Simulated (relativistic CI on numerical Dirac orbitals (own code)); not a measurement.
# What each ingredient does to the levels of Tc11+

Base calculation: Dirac-Coulomb-Breit CI, separate exchange-only KLI orbitals for each configuration, QED by a radiative potential, unscaled Slater integrals.

CI space (outside the closed core [Ar] 3d10): 4s2.4p2, 4s.4p3, 4p4, 4s2.4p.4d, 4s.4p2.4d, 4s2.4p.4f, 4s.4p2.4f, 4p3.4d, 4s2.4p.5s, 4s.4p.4d2, 4s2.4p.5p, 4s2.4d.4f, 4p3.5s, 4p3.4f, 4s.4p2.5s, 4s2.4p.5d, 4s.4p.4d.5s, 4s.4p2.5p, 4s2.4f.5s, 4s2.4p.6s, 4s2.4p.5f, 4s2.4p.5g, 4s2.4p.6p, 4p2.4d.4f, 4s.4p2.5d, 4s2.4p.6d, 4s.4p.5s2, 4s2.4d2, 4s.4d3, 4s.4d2.4f, 4p2.4d2, 4p.4d3, 4p.4d2.4f, 4p.4d2.5s, 4s2.4f2, 4s.4d.4f2, 4s.4f3, 4s2.4d.5s, 4s.4d2.5s, 4s.4d.4f.5s, 4p2.4f2, 4p.4d.4f2, 4p.4f3, 4p.4f2.5s, 4s.4p.4d.4f, 4s2.5s2, 4s.4d.5s2, 4s.4f.5s2, 4p2.4d.5s, 4p.4d.4f.5s, 4p.4d.5s2, 4s.4p.4f.5s, 4s.4f2.5s. Double excitations out of closed p, d and f shells are left out; levels of such configurations are missing from the list, as are those of other unlisted configurations, and high levels can miss mixing partners. These lack a partner that the ground configuration has and come out too high: 4s.4p2.5p, 4s.4p2.5d, 4s2.4p.5p, 4s2.4p.5d, 4s2.4p.6s.

Variants: (1) valence Slater integrals scaled by 0.9; (2) configuration mixing switched off; (3) Breit term removed. Shifts of the energy above 4s2.4p2 3P_0, in cm⁻¹, for the lowest level and the first level of each name with at least 55 % of one term (blank where a level changes its place among those of its configuration and J or its character, or is not in the variant):

```
       Level    Base   Δ(1)    Δ(2)  Δ(3)
4s2.4p2 3P_0       0      0       0     0
4s2.4p2 3P_1   20827   +631    -209  +435
4s2.4p2 3P_2   31667    -17    +742  +529
4s2.4p2 1D_2   63564   -554   +2363  +922
4s2.4p2 1S_0   97115  -3665   +6036  +904
4s.4p3 5S°_2  215653  +6781  -14106  +270
4s.4p3 3D°_1  271054  +2239   +7801  +262
4s.4p3 3D°_2  272332  +2518   +6959  +346
4s.4p3 3D°_3  280580  +2845   +8058  +577
4s.4p3 3P°_0  309877   -219   +2988  +506
4s.4p3 3P°_1  312862    +21   +4217  +609
4s.4p3 3P°_2  316134   +482   +6962  +696
4s.4p3 1D°_2  350617   -242  +32431  +910
4s.4p3 3S°_1  370550  -6959   +8519  +378
```

At this charge energies of transitions that change n are usually good to better than 1 %, and those within a shell (Δn = 0) to a few per cent.

Ionisation energy from the two ground configurations alone: base 238.823 eV; valence Slater integrals scaled by 0.9 238.746 eV; Breit term removed 238.978 eV. The NIST ASD value (theoretical) is 239 eV.

LS names give the leading component of a level, which can be under half, so a name can repeat, a term be missing and a line seem to break the LS rules.
